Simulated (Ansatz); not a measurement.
FGeH2 (`[F][GeH2]`) radical, relaxed with UKS PBE-D4/def2-SVP in the Gaussian-basis code of Ansatz from a rough embedded geometry. The force threshold is 0.03 eV/Å; the program also tests the step.

Charge 0, multiplicity 2.

Start:

```xyz
4

F     1.161   -0.898    0.744
Ge    0.164    0.349   -0.031
H    -0.171   -0.049   -1.523
H    -1.154    0.598    0.809
```

| step | energy (eV) | largest force (eV/Å) | largest move (Å) |
| --- | --- | --- | --- |
| 1 | -59246.5197 | 0.325 | 0.000 |
| 2 | -59246.5310 | 0.489 | 0.124 |
| 3 | -59246.5570 | 0.148 | 0.055 |
| 4 | -59246.5582 | 0.144 | 0.007 |
| 5 | -59246.5590 | 0.034 | 0.007 |
| 6 | -59246.5594 | 0.020 | 0.005 |

End:

```xyz
4

F     1.102   -0.891    0.713
Ge    0.175    0.412   -0.041
H    -0.149   -0.084   -1.495
H    -1.128    0.562    0.822
```

Run time 6 s (2 threads of a server CPU on a shared host); peak host memory 0.11 GiB.
